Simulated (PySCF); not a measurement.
# Computed spin Hamiltonian

Compound: C7H11 (doublet state).
Structure used (GFN2-xTB), in Å, numbered top down from 1:
```
atom  x, y, z in Å
C1     2.8101   -1.5229   -0.1414
C2     2.5580   -0.4904    0.9591
C3     1.2011    0.0069    0.9313
C4     0.0575    0.4326    0.8996
C5    -1.2188    0.8948    0.8647
C6    -2.2941    0.2483    0.0631
C7    -2.7144    1.1353   -1.1160
H8     3.8372   -1.8779   -0.0923
H9     2.1417   -2.3734   -0.0257
H10    2.6404   -1.0832   -1.1219
H11    2.7531   -0.9438    1.9388
H12    3.2500    0.3518    0.8430
H13   -1.4619    1.8034    1.3956
H14   -3.1715    0.0781    0.6972
H15   -1.9493   -0.7171   -0.3123
H16   -1.8685    1.3026   -1.7788
H17   -3.0672    2.1005   -0.7589
H18   -3.5122    0.6607   -1.6831
```

The hyperfine couplings belong to this conformer and change with its torsions.

As a line formula: `CCC#C[CH]CC` [radical].

Method: PySCF 2.14.0, UKS B3LYP, pcH-1 on C H, non-relativistic, mean-field spin-orbit, GIAO. The structure is a single GFN2-xTB conformer in the gas phase; no vibrational or solvent corrections. A GFN2-xTB geometry isn't a minimum of the functional, and hyperfine couplings can be far from their values at a DFT geometry. No stability test was run, so a lower SCF solution isn't excluded.

* g1, g2, g3: 2.00216, 2.00282, 2.00304
* g_iso: 2.00267
* Form of g: rhombic: the two nearest values differ by 25 % of g3 − g1
* ⟨S²⟩: 0.7672 (exact 0.7500)
* α and β electrons: 27, 26
* HOMO–LUMO gap, α and β orbitals: 5.79, 4.97 eV

Isotropic coupling and dipolar principal values T1 to T3, in MHz; ρ(0) is the spin density at the nucleus:

```
atom  isotope  a_iso     T1     T2     T3  Mulliken spin population  ρ(0) (bohr⁻³)
  C1      13C    6.3   -0.8   -0.7    1.5                      0.00         0.0056
  C2      13C  -18.8   -1.0    0.5    0.6                     -0.04        -0.0167
  C3      13C   43.8  -44.1  -33.5   77.6                      0.51         0.0389
  C4      13C  -64.1  -19.8   -1.7   21.5                     -0.25        -0.0570
  C5      13C   65.7  -60.6  -59.6  120.3                      0.76         0.0585
  C6      13C  -25.8   -1.6    0.4    1.2                     -0.06        -0.0229
  C7      13C   54.0   -3.5   -3.4    7.0                      0.03         0.0481
  H8       1H   -0.3   -1.0   -1.0    2.0                      0.00        -0.0001
  H9       1H   -0.7   -1.7   -1.5    3.2                      0.00        -0.0002
 H10       1H   -0.9   -2.0   -1.4    3.4                      0.00        -0.0002
 H11       1H   71.2   -3.2   -2.0    5.2                      0.03         0.0159
 H12       1H   41.3   -2.8   -2.3    5.1                      0.02         0.0092
 H13       1H  -50.8  -27.8   -0.8   28.6                     -0.03        -0.0114
 H14       1H   61.1   -3.8   -3.0    6.8                      0.02         0.0137
 H15       1H    3.1   -3.0   -2.9    5.9                      0.00         0.0007
 H16       1H   -2.8   -3.8   -1.4    5.3                      0.00        -0.0006
 H17       1H   -1.8   -3.5   -1.9    5.4                      0.00        -0.0004
 H18       1H   10.4   -2.3   -1.3    3.6                      0.01         0.0023
```

Largest spin populations (Mulliken): C5 (+0.76), C3 (+0.51) and C4 (-0.25). The positive populations add up to 1.39 and the negative ones to -0.39, together 2S = 1. The angles at C5 add up to 359.9°, so it is planar; its axial dipolar tensor and the negative coupling of its proton fit spin in a p orbital normal to that plane.

Axes: g3 points within 15° of the C3–C4 bond.

Under fast tumbling the dipolar parts average out, and these isotropic splittings remain: 2 × 1H (H11/H12, I = 1/2, 3 lines) with 2.01 mT, 1 × 1H (H13, I = 1/2, 2 lines) with 1.81 mT, 2 × 1H (H14/H15, I = 1/2, 3 lines) with 1.15 mT and 3 × 1H (H16/H17/H18, I = 1/2, 4 lines) with 0.07 mT.

Means are taken over nuclei equivalent by connectivity, which assumes that they swap fast. The three 1H nuclei of mean +1.9 MHz run from -2.8 to 10.4 MHz in the frozen geometry. The 1H value of +32.1 MHz is a mean of couplings from 3.1 to 61.1 MHz in this one geometry, not an average over conformers. The 1H value of +56.3 MHz is a mean of couplings from 41.3 to 71.2 MHz in this one geometry, not an average over conformers.

The 13C coupling of C5 (65.7 MHz) shows only in satellite lines or after enrichment, since that isotope makes up about 1.07 % of natural carbon.

β density exceeds α density at some nuclei, such as C4 (-0.0570), C6 (-0.0229) and C2 (-0.0167), spin density in bohr⁻³. In a single determinant that takes different orbitals for the two spins, that is spin polarisation.
